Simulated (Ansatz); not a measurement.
C2H7OSi, SMILES C[SiH](C)[O], multiplicity 2. Atoms are numbered in the order given.

```xyz
11

C      0.8738    -0.1586    -1.5585
Si    -0.0463     0.3628     0.0000
C      0.8738    -0.1586     1.5585
O     -1.5029    -0.4878     0.0000
H      1.8373     0.3763    -1.6063
H      1.0677    -1.2420    -1.5490
H      0.3004     0.0883    -2.4651
H     -0.2485     1.8428     0.0000
H      1.0677    -1.2420     1.5490
H      0.3004     0.0883     2.4651
H      1.8373     0.3763     1.6063
```
Charge 0, spin multiplicity 2.

Coordinates come from a B3LYP-D3(BJ)/def2-SVP optimisation. The isomer is the one that the SMILES or the coordinates give; other isomers of the formula were not compared.

Two levels are set side by side: PBE-D3(BJ)/def2-SVP (Ansatz, an electronic-structure program) and B3LYP-D3(BJ)/def2-SVP (Ansatz). Each level has its own optimised geometry; the coordinates shown are those of the second. Differences are taken from unrounded values.

```csv
quantity,B3LYP-D3(BJ)
mean bond length (Å),1.356
bond C1–Si2 (Å),1.883
bond Si2–C3 (Å),1.883
bond Si2–O4 (Å),1.687
bond C1–H5 (Å),1.103
bond C1–H6 (Å),1.101
bond C1–H7 (Å),1.101
bond Si2–H8 (Å),1.494
bond C3–H9 (Å),1.101
bond C3–H10 (Å),1.101
bond C3–H11 (Å),1.103
```

Task: What does PBE-D3(BJ) give, and how far is it from B3LYP-D3(BJ)? (The exact figures need the calculation; the answer reports its results.)

Result: 
```tsv
quantity	PBE-D3(BJ)	PBE-D3(BJ) minus B3LYP-D3(BJ)
mean bond length (Å)	1.363	0.008
bond C1–Si2 (Å)	1.900	0.016
bond Si2–C3 (Å)	1.900	0.016
bond Si2–O4 (Å)	1.674	-0.013
bond C1–H5 (Å)	1.110	0.007
bond C1–H6 (Å)	1.107	0.006
bond C1–H7 (Å)	1.107	0.006
bond Si2–H8 (Å)	1.509	0.015
bond C3–H9 (Å)	1.107	0.006
bond C3–H10 (Å)	1.107	0.006
bond C3–H11 (Å)	1.110	0.007
```

GGA bonds tend to be longer and softer than those of functionals with exact exchange. Differences between two approximate levels are no errors against the true value.
